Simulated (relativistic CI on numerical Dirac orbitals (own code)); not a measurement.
**Excitation temperature from two lines of Sn II**

Problem. In an optically thin plasma whose excited levels follow a Boltzmann distribution, the energy emitted in Sn II 6453.54 Å and 5561.91 Å has the ratio 3.18 (an assumed reading, corrected for the detector). Tabulated data (NIST Handbook of Basic Atomic Spectroscopic Data): upper levels 72377.4 and 90351.9 cm⁻¹, g = 4 and 6, A = 1.20 × 10^8 and 1.20 × 10^8 s⁻¹. Calculate the temperature, its uncertainty for 15 % in the ratio of intensities and A values together, and the strength of these other lines with tabulated A (λ in Å, g, A, upper level): 3351.95, 8, 1.00 × 10^8, 89288.2; 3283.14, 6, 1.00 × 10^8, 89294.1; 5798.86, 8, 8.10 × 10^7, 89288.2; 6844.19, 2, 6.60 × 10^7, 71493.3.

Working.
1. The emitted power of a line is proportional to (gA/λ) exp(−E/kT), so I₁/I₂ = (g₁A₁λ₂/g₂A₂λ₁) exp[(E₂ − E₁)/kT].
2. The prefactor is 0.5746 and E₂ − E₁ = 17974.4 cm⁻¹ = 2.229 eV.
3. kT = (E₂ − E₁)/ln(3.18/0.5746) = 17974.4/1.7110 = 10505 cm⁻¹ = 1.302 eV, or T = 15110 K.
4. δT/T = (kT/ΔE) × 15 % = 8.8 %; lines whose upper levels lie far apart give the better thermometer.
5. Other lines relative to the first: 3351.95 Å: 0.64, 3283.14 Å: 0.49, 5798.86 Å: 0.3, 6844.19 Å: 0.28.

Remark. Dense plasmas such as arcs and laser-ablation plumes come near a Boltzmann distribution among excited levels, though their strong lines may be self-absorbed. Low-pressure etch and deposition plasmas, at 10¹⁰ to 10¹³ electrons per cm³, do not: there the number found is an excitation temperature of these levels and not the electron temperature.
